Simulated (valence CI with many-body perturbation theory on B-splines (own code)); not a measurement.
# Valence orbitals of Pd23+

Method: valence CI with perturbative core correlation (CI+MBPT): five valence electrons over a frozen Dirac-Fock core [Ar], radial functions for each j: 7 s, 7 p, 8 d, 6 f, 4 g, 1 h, with the one-electron correlation potential Σ1 (screened to all orders), the two-electron term Σ2, the three-electron term Σ3, Breit, model QED; selected single and double excitations, second order for the rest (own B-spline code, finite nucleus).

No measured levels were compared; by estimate terms of the open shell hold to 2 to 4 % of their energy, and close levels can change places. Core correlation moves these levels by up to 13000 cm⁻¹, and in measured spectra 5 to 20 % of such shifts remained as error; rates that hang on mixing are uncertain with them. Only levels of the ground parity were solved; by the run's estimate the other parity begins above the list, which can be wrong where configurations are misplaced.

These are the spectroscopic orbitals of the CI (the correlating ones are not listed), shaped by the core and the other valence electrons. h is the expectation value of the core's Dirac-Fock operator, without the valence repulsion; Σ1 is computed up to l = 3 at one energy for each symmetry, that of its lowest orbital but kept below the first core excitation, so for empty shells it is not the orbital's own correlation shift; Breit and QED include the response of the core.

```
Orbital  h (hartree)  Σ1 (cm⁻¹)  Breit (cm⁻¹)  QED (cm⁻¹)  ⟨r⟩ (bohr)
  4s1/2      -31.202      -6834          1864        1340      0.7333
  5s1/2      -18.831      -2520           894         650       1.217
  6s1/2      -12.608      -1241           487         358       1.830
  4p1/2      -29.742      -8282          2889       -84.2      0.7390
  5p1/2      -18.121      -3065          1430       -40.3       1.236
  6p1/2      -12.212      -1514           795       -22.1       1.863
  4p3/2      -29.288      -7998          1821        48.2      0.7517
  5p3/2      -17.906      -3015           903        24.8       1.252
  6p3/2      -12.093      -1500           521        14.1       1.881
  3d3/2       -52.67     -21201          3931        -451      0.3191
  4d3/2      -27.128      -8138          1290        -111      0.7390
  5d3/2      -16.879      -3244           632       -51.5       1.268
  3d5/2      -52.385     -20624          1663        -287      0.3217
  4d5/2      -27.032      -8016           601       -63.1      0.7422
  5d5/2      -16.832      -3190           293       -28.5       1.272
  4f5/2      -25.027     -15131          50.5       -52.5      0.6944
  5f5/2       -15.93      -6656          24.1       -27.2       1.246
  4f7/2      -25.001     -14138          -136       -37.4      0.6955
  5f7/2      -15.915      -6185         -64.7       -19.1       1.247
  5g7/2      -15.428                      1.9        -4.5       1.137
  5g9/2      -15.422                    -10.6        -0.9       1.137
```

Among the shells of the start configuration 3d5, Σ1 is largest in size for 3d3/2, where it is 0.18 % of h.

Lowest root of each symmetry, sizes in configuration state functions:

| J | Parity | Roots | Reference | Variational | Second order | Change by selected CI (cm⁻¹) | Change by second order (cm⁻¹) |
| --- | --- | --- | --- | --- | --- | --- | --- |
| 1/2 | even | 4 | 39 | 17414 | 173889 | -17844 | -8 |
| 3/2 | even | 7 | 67 | 25156 | 345243 | -17685 | -38 |
| 5/2 | even | 10 | 81 | 26681 | 492171 | -12633 | -68 |
| 7/2 | even | 7 | 72 | 24296 | 182122 | -16459 | -203 |
| 9/2 | even | 5 | 56 | 24147 | 357668 | -16060 | -149 |
| 11/2 | even | 3 | 35 | 24538 | 161086 | -16275 | -33 |
| 13/2 | even | 1 | 18 | 19123 | 143647 | -16986 | -12 |
